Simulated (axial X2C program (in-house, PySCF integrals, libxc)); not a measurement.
**Outer orbitals of NaTe⁻ at 2.732 Å, HF**

Computed with an in-house relativistic program for diatomic molecules. Spin-free means the one-electron spin-free X2C Hamiltonian; two-component (2c) means X2C with spin–orbit coupling and atomic mean-field two-electron Coulomb and Gaunt terms, so the difference of the two also holds small scalar two-electron terms. Basis: Te dyall-acv3z [12s13p9d5f1g], Na dyall-av3z [10s9p5d2f] (cores contracted in-house); Gaussian nuclei, density fitting, unrestricted open shells. Masses: Te 129.906 u, Na 22.990 u.

The distance is close to the 2c PBE0 minimum; the highest filled and lowest empty levels are listed.

Spin-free orbitals, state M_S = 0, Λ = 0 (closed shell) (Löwdin shares):

| symmetry | occupied | ε (eV) | atomic character |
| --- | --- | --- | --- |
| σα | yes | -13.11 | 81% Te s, 8% Na p, 6% Na d |
| σα | yes | -2.02 | 77% Te p, 17% Na s, 3% Na p |
| π-α | yes | -1.59 | 86% Te p, 8% Na p, 6% Na d |
| π+α | yes | -1.59 | 86% Te p, 8% Na p, 6% Na d |
| σα | no | 1.48 | 67% Na p, 32% Na s |
| π-α | no | 1.70 | 100% Na p |
| π+α | no | 1.70 | 100% Na p |
| σα | no | 2.03 | 62% Na s, 37% Na p |

One partner of each degenerate Kramers or spin pair is listed.

Spinors with spin–orbit coupling (state Ω = 0):

```csv
ω,occupied,ε (eV),atomic character,λ mixture
1/2,yes,-13.21,"81% Te s, 8% Na p, 6% Na d",100% σ
1/2,yes,-2.56,"85% Te p, 7% Na s, 4% Na p","55% σ, 45% π"
1/2,yes,-1.52,"78% Te p, 12% Na s, 6% Na p","54% π, 46% σ"
3/2,yes,-1.41,"85% Te p, 9% Na p, 6% Na d",100% π
1/2,no,1.49,"68% Na p, 31% Na s",100% σ
1/2,no,1.70,100% Na p,100% π
3/2,no,1.70,100% Na p,100% π
1/2,no,2.03,"63% Na s, 36% Na p",100% σ
```

One partner of each degenerate Kramers or spin pair is listed.

Q: How does the gap between the highest filled and lowest empty level change from the spin-free to the 2c table?

A: From 3.07 to 2.90 eV at HF, a change of -0.17 eV.

Mulliken charges and populations of the two-component result (they depend on the basis, above all on diffuse functions):

Te -1.36 e (s 9.96 p 23.38 d 20.01), Na 0.36 e (s 4.39 p 6.21 d 0.05).

One determinant describes the state; a PBE0 search over occupations chose it and may have missed a lower one.
